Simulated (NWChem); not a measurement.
## Atomisation of Cl3Ga

```xyz
4

Ga     0.0000     0.0000     0.0000
Cl     0.0000     0.0000     2.1374
Cl     1.8511     0.0000    -1.0687
Cl    -1.8511     0.0000    -1.0687
```
Charge 0, spin multiplicity 1.

All runs are NWChem calculations. Structure: optimised with B3LYP/def2-SVP, a minimum by its harmonic frequencies.

Basis set: def2-TZVP. The atomisation energy is electronic alone: no zero-point, thermal, spin-orbit or counterpoise terms. No value is extrapolated to the basis-set limit. Free atoms are single determinants with multiplicities Ga 2, Cl 2. Correlated methods freeze the same cores in atoms and molecule, 24 orbitals in all.

Relative cost: rough, from shared machines, SCF included, HF = 1. Costs are the molecule's.

The Hamiltonian is non-relativistic. B3LYP has NWChem's definition, with VWN1-RPA local correlation. The structure started from a generated list of species. No SCF solution was tested for a lower state. Open-shell Hartree-Fock references start from PBE0 orbitals; any time given for them includes that run.

```
method  atomisation energy (kcal/mol)  relative cost
------  -----------------------------  -------------
B3LYP                           246.5        under 3
BLYP                              ___        under 3
MP2                               ___              4
TPSS                            260.4        under 3
PBE0                            260.9        under 3
HF                                ___              1
PBE                             262.8        under 3
BP86                            257.9        under 3
```

Task: What belongs in the gaps?

Result: 
- BLYP, atomisation energy (kcal/mol): 242.5
- MP2, atomisation energy (kcal/mol): 272.8
- HF, atomisation energy (kcal/mol): 198.9
